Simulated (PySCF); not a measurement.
**Radial density of Kr²⁺ (krypton, charge +2)**

UHF, [Ar] 3d10 4s2 4p4, high-spin 3P determinant. Calculation: PySCF 2.14, in def2-SVP (5s4p3d, 32 functions); the non-relativistic Hamiltonian (point nucleus).

| r (bohr) | 4πr²ρ (e/bohr) | 4πr²(ρα − ρβ) |
| --- | --- | --- |
| 0.000777 | 0.2269 | 0.0000 |
| 0.00131 | 0.6270 | 0.0000 |
| 0.00220 | 1.675 | 0.0000 |
| 0.00370 | 4.232 | 0.0001 |
| 0.00622 | 10.02 | 0.0002 |
| 0.0105 | 20.88 | 0.0007 |
| 0.0176 | 35.69 | 0.0034 |
| 0.0296 | 44.16 | 0.0155 |
| 0.0498 | 38.24 | 0.0560 |
| 0.0837 | 41.32 | 0.1168 |
| 0.141 | 52.77 | 0.0584 |
| 0.237 | 32.39 | 0.0136 |
| 0.398 | 36.56 | 0.2886 |
| 0.670 | 21.51 | -0.0011 |
| 1.13 | 5.669 | 1.0553 |
| 1.90 | 3.258 | 1.1061 |
| 3.19 | 0.3498 | 0.1372 |
| 5.36 | 0.002390 | 0.0010 |
